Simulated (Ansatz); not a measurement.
All values below come from PBE0-D3(BJ)/def2-SVP (Ansatz, a first-principles code). No frequencies were computed at this level.

Ansatz 0.2 input:
```yaml
crystal:
  periodic: [false, false, false]
  atoms:
    - { symbol: O, position_ang: [-1.17765, 1.101505, -0.716558] }
    - { symbol: Si, position_ang: [-2.180768, -0.11503, -0.308801] }
    - { symbol: Si, position_ang: [-0.821623, -1.879373, 0.30851] }
    - { symbol: Si, position_ang: [1.302804, -1.184092, 0.990566] }
    - { symbol: Si, position_ang: [1.925219, 0.756529, -0.153562] }
    - { symbol: Si, position_ang: [0.116693, 2.089782, -0.695376] }
    - { symbol: H, position_ang: [-3.012575, -0.274886, -1.50416] }
    - { symbol: H, position_ang: [-3.027195, 0.423323, 0.763224] }
    - { symbol: H, position_ang: [-1.502764, -2.696865, 1.327564] }
    - { symbol: H, position_ang: [-0.678731, -2.825553, -0.814918] }
    - { symbol: H, position_ang: [1.277706, -0.903587, 2.439688] }
    - { symbol: H, position_ang: [2.312842, -2.253027, 0.895072] }
    - { symbol: H, position_ang: [2.923745, 1.551165, 0.582787] }
    - { symbol: H, position_ang: [2.659129, 0.377706, -1.376521] }
    - { symbol: H, position_ang: [0.089422, 2.701947, -2.026109] }
    - { symbol: H, position_ang: [-0.206256, 3.130454, 0.288593] }
basis:
  gaussian: { orbitals: def2-svp }
hamiltonian:
  xc: pbe0
  dispersion: d3bj
relax:
  max_steps: 150
```

Output:

```
Functional definition: PBE0
1556 factors; integrals over basis functions are off by at most 3.5e-4 eV
mean field evaluation 1: about -41562.8400 eV, gradient 4.7e1 eV
mean field evaluation 2: about -41553.7941 eV, gradient 8.3e1 eV
mean field evaluation 4: about -41566.8085 eV, gradient 2.0e0 eV
mean field evaluation 8: about -41566.8196 eV, gradient 8.4e-2 eV
mean field -41566.81965401 eV, -1527.5524472827 hartree, gradient 3.1e-5 eV, S^2 0.000000; 0 other end points of the search recorded, 0 dependent functions left out
reference -41566.81968963 eV, -1527.5524485917 hartree; 44, 44 occupied and 110, 110 virtual orbitals, 1556 factors
relax step   1: F+E_penalty+E_count = -41567.32553889 eV  Δ(F+E_penalty+E_count) = +0.000e0 eV  max|allowed force component| = 5.658e-1 eV/Å  Δτ_max = 0.0000 Å  (24 SCF iters, accepted)
these checks for a lower state are left out or cut short: starts, cluster_reference, orbital_swaps, neighbouring_geometries, increment
1556 factors; integrals over basis functions are off by at most 4.0e-4 eV
mean field evaluation 16: about -41567.0378 eV, gradient 8.3e0 eV
mean field -41567.14271545 eV, -1527.5643195714 hartree, gradient 7.9e-6 eV, S^2 0.000000; 0 other end points of the search recorded, 0 dependent functions left out
reference -41567.14275139 eV, -1527.5643208924 hartree; 44, 44 occupied and 110, 110 virtual orbitals, 1556 factors
relax step   2: F+E_penalty+E_count = -41567.64402655 eV  Δ(F+E_penalty+E_count) = -3.185e-1 eV  max|allowed force component| = 4.516e-1 eV/Å  Δτ_max = 0.1902 Å  (26 SCF iters, accepted)
these checks for a lower state are left out or cut short: starts, cluster_reference, orbital_swaps, neighbouring_geometries, increment
1556 factors; integrals over basis functions are off by at most 4.0e-4 eV
mean field -41567.17782562 eV, -1527.5656098466 hartree, gradient 1.3e-5 eV, S^2 0.000000; 0 other end points of the search recorded, 0 dependent functions left out
reference -41567.17786158 eV, -1527.5656111678 hartree; 44, 44 occupied and 110, 110 virtual orbitals, 1556 factors
relax step   3: F+E_penalty+E_count = -41567.67784382 eV  Δ(F+E_penalty+E_count) = -3.382e-2 eV  max|allowed force component| = 2.176e-1 eV/Å  Δτ_max = 0.0981 Å  (23 SCF iters, accepted)
these checks for a lower state are left out or cut short: starts, cluster_reference, orbital_swaps, neighbouring_geometries, increment
1556 factors; integrals over basis functions are off by at most 4.1e-4 eV
mean field evaluation 32: about -41567.2161 eV, gradient 4.4e-4 eV
mean field -41567.21612823 eV, -1527.5670174416 hartree, gradient 1.6e-5 eV, S^2 0.000000; 0 other end points of the search recorded, 0 dependent functions left out
reference -41567.21616434 eV, -1527.5670187686 hartree; 44, 44 occupied and 110, 110 virtual orbitals, 1556 factors
relax step   4: F+E_penalty+E_count = -41567.71984432 eV  Δ(F+E_penalty+E_count) = -4.200e-2 eV  max|allowed force component| = 3.445e-1 eV/Å  Δτ_max = 0.2000 Å  (27 SCF iters, accepted)
these checks for a lower state are left out or cut short: starts, cluster_reference, orbital_swaps, neighbouring_geometries, increment
1556 factors; integrals over basis functions are off by at most 4.1e-4 eV
mean field -41567.22858242 eV, -1527.5674751244 hartree, gradient 2.5e-5 eV, S^2 0.000000; 0 other end points of the search recorded, 0 dependent functions left out
reference -41567.22861841 eV, -1527.5674764470 hartree; 44, 44 occupied and 110, 110 virtual orbitals, 1556 factors
relax step   5: F+E_penalty+E_count = -41567.73728378 eV  Δ(F+E_penalty+E_count) = -1.744e-2 eV  max|allowed force component| = 3.066e-1 eV/Å  Δτ_max = 0.2000 Å  (26 SCF iters, accepted)
these checks for a lower state are left out or cut short: starts, cluster_reference, orbital_swaps, neighbouring_geometries, increment
1556 factors; integrals over basis functions are off by at most 4.1e-4 eV
mean field -41567.24586472 eV, -1527.5681102373 hartree, gradient 2.0e-5 eV, S^2 0.000000; 0 other end points of the search recorded, 0 dependent functions left out
reference -41567.24590077 eV, -1527.5681115622 hartree; 44, 44 occupied and 110, 110 virtual orbitals, 1556 factors
relax step   6: F+E_penalty+E_count = -41567.75638080 eV  Δ(F+E_penalty+E_count) = -1.910e-2 eV  max|allowed force component| = 1.140e-1 eV/Å  Δτ_max = 0.0803 Å  (23 SCF iters, accepted)
these checks for a lower state are left out or cut short: starts, cluster_reference, orbital_swaps, neighbouring_geometries, increment
1556 factors; integrals over basis functions are off by at most 4.0e-4 eV
mean field -41567.24833351 eV, -1527.5682009635 hartree, gradient 1.5e-5 eV, S^2 0.000000; 0 other end points of the search recorded, 0 dependent functions left out
reference -41567.24836954 eV, -1527.5682022876 hartree; 44, 44 occupied and 110, 110 virtual orbitals, 1556 factors
relax step   7: F+E_penalty+E_count = -41567.76196703 eV  Δ(F+E_penalty+E_count) = -5.586e-3 eV  max|allowed force component| = 1.408e-1 eV/Å  Δτ_max = 0.1190 Å  (26 SCF iters, accepted)
these checks for a lower state are left out or cut short: starts, cluster_reference, orbital_swaps, neighbouring_geometries, increment
1556 factors; integrals over basis functions are off by at most 4.1e-4 eV
mean field -41567.24750889 eV, -1527.5681706593 hartree, gradient 1.6e-5 eV, S^2 0.000000; 0 other end points of the search recorded, 0 dependent functions left out
reference -41567.24754506 eV, -1527.5681719886 hartree; 44, 44 occupied and 110, 110 virtual orbitals, 1556 factors
relax step   8: F+E_penalty+E_count = -41567.76292139 eV  Δ(F+E_penalty+E_count) = -9.544e-4 eV  max|allowed force component| = 1.150e-1 eV/Å  Δτ_max = 0.0835 Å  (23 SCF iters, accepted)
these checks for a lower state are left out or cut short: starts, cluster_reference, orbital_swaps, neighbouring_geometries, increment
1556 factors; integrals over basis functions are off by at most 4.0e-4 eV
mean field -41567.25120301 eV, -1527.5683064159 hartree, gradient 2.5e-5 eV, S^2 0.000000; 0 other end points of the search recorded, 0 dependent functions left out
reference -41567.25123909 eV, -1527.5683077416 hartree; 44, 44 occupied and 110, 110 virtual orbitals, 1556 factors
relax step   9: F+E_penalty+E_count = -41567.76734087 eV  Δ(F+E_penalty+E_count) = -4.419e-3 eV  max|allowed force component| = 3.305e-2 eV/Å  Δτ_max = 0.0364 Å  (23 SCF iters, accepted)
these checks for a lower state are left out or cut short: starts, cluster_reference, orbital_swaps, neighbouring_geometries, increment
1556 factors; integrals over basis functions are off by at most 4.0e-4 eV
mean field evaluation 64: about -41567.2471 eV, gradient 1.5e0 eV
mean field -41567.25204045 eV, -1527.5683371910 hartree, gradient 2.5e-5 eV, S^2 0.000000; 0 other end points of the search recorded, 0 dependent functions left out
reference -41567.25207649 eV, -1527.5683385158 hartree; 44, 44 occupied and 110, 110 virtual orbitals, 1556 factors
relax step  10: F+E_penalty+E_count = -41567.76810407 eV  Δ(F+E_penalty+E_count) = -7.632e-4 eV  max|allowed force component| = 2.448e-2 eV/Å  Δτ_max = 0.0313 Å  (23 SCF iters, accepted)
these checks for a lower state are left out or cut short: starts, cluster_reference, orbital_swaps, neighbouring_geometries, increment
1556 factors; integrals over basis functions are off by at most 4.0e-4 eV
mean field -41567.25212780 eV, -1527.5683404014 hartree, gradient 2.1e-5 eV, S^2 0.000000; 0 other end points of the search recorded, 0 dependent functions left out
reference -41567.25216384 eV, -1527.5683417256 hartree; 44, 44 occupied and 110, 110 virtual orbitals, 1556 factors
relax step  11: F+E_penalty+E_count = -41567.76835919 eV  Δ(F+E_penalty+E_count) = -2.551e-4 eV  max|allowed force component| = 2.576e-2 eV/Å  Δτ_max = 0.0216 Å  (23 SCF iters, accepted)
these checks for a lower state are left out or cut short: starts, cluster_reference, orbital_swaps, neighbouring_geometries, increment
1556 factors; integrals over basis functions are off by at most 4.0e-4 eV
mean field -41567.25198568 eV, -1527.5683351784 hartree, gradient 2.1e-5 eV, S^2 0.000000; 0 other end points of the search recorded, 0 dependent functions left out
reference -41567.25202170 eV, -1527.5683365020 hartree; 44, 44 occupied and 110, 110 virtual orbitals, 1556 factors
relax step  12: F+E_penalty+E_count = -41567.76847205 eV  Δ(F+E_penalty+E_count) = -1.129e-4 eV  max|allowed force component| = 1.466e-2 eV/Å  Δτ_max = 0.0198 Å  (23 SCF iters, accepted)
these checks for a lower state are left out or cut short: starts, cluster_reference, orbital_swaps, neighbouring_geometries, increment
1556 factors; integrals over basis functions are off by at most 4.0e-4 eV
mean field -41567.25207842 eV, -1527.5683385866 hartree, gradient 6.7e-5 eV, S^2 0.000000; 0 other end points of the search recorded, 0 dependent functions left out
reference -41567.25211443 eV, -1527.5683399100 hartree; 44, 44 occupied and 110, 110 virtual orbitals, 1556 factors
relax step  13: F+E_penalty+E_count = -41567.76853122 eV  Δ(F+E_penalty+E_count) = -5.917e-5 eV  max|allowed force component| = 7.740e-3 eV/Å  Δτ_max = 0.0028 Å  (19 SCF iters, accepted)
1556 factors; integrals over basis functions are off by at most 4.0e-4 eV
mean field evaluation 96: about -41567.2521 eV, gradient 1.0e-3 eV
mean field -41567.25207842 eV, -1527.5683385866 hartree, gradient 6.7e-5 eV, S^2 0.000000; 1 other end points of the search recorded, 0 dependent functions left out
reference -41567.25211443 eV, -1527.5683399100 hartree; 44, 44 occupied and 110, 110 virtual orbitals, 1556 factors
Total energy: -41567.76856724 eV, -1527.5873192005 hartree
Atom 0 at    -1.258736     1.152145    -0.909748 Å, force     0.004747    -0.004088     0.004950 eV/Å
Atom 1 at    -2.154121    -0.101623    -0.275051 Å, force    -0.007740    -0.000755     0.000746 eV/Å
Atom 2 at    -0.720956    -1.923992     0.134434 Å, force    -0.000514     0.004880    -0.000336 eV/Å
Atom 3 at     1.179535    -1.022745     1.177104 Å, force     0.001198    -0.002197    -0.005763 eV/Å
Atom 4 at     1.936402     0.626205    -0.312668 Å, force    -0.004826     0.000655     0.000416 eV/Å
Atom 5 at     0.108646     2.069891    -0.655774 Å, force     0.001037     0.007681    -0.000780 eV/Å
Atom 6 at    -3.232868    -0.435250    -1.249761 Å, force    -0.001292    -0.000066    -0.000405 eV/Å
Atom 7 at    -2.786165     0.323211     1.014665 Å, force     0.002443    -0.000780    -0.003448 eV/Å
Atom 8 at    -1.403245    -2.958844     0.974313 Å, force     0.000231    -0.003504     0.002477 eV/Å
Atom 9 at    -0.304583    -2.547932    -1.161922 Å, force    -0.000394    -0.000888    -0.001627 eV/Å
Atom 10 at     0.755867    -0.357978     2.450843 Å, force    -0.001798     0.002936     0.005939 eV/Å
Atom 11 at     2.219598    -2.051853     1.488811 Å, force     0.002281    -0.002140     0.001383 eV/Å
Atom 12 at     3.118119     1.380154     0.213580 Å, force     0.003885    -0.000006     0.001873 eV/Å
Atom 13 at     2.316117    -0.032899    -1.602866 Å, force     0.000601     0.000074    -0.001764 eV/Å
Atom 14 at     0.296967     2.952190    -1.843689 Å, force     0.000032     0.001216    -0.000633 eV/Å
Atom 15 at    -0.070579     2.929320     0.557728 Å, force     0.000108    -0.003019    -0.003029 eV/Å
Dipole moment:     0.042542    -0.032968     0.064792 e Å
```

Cost: very roughly 2.4 core-minutes.
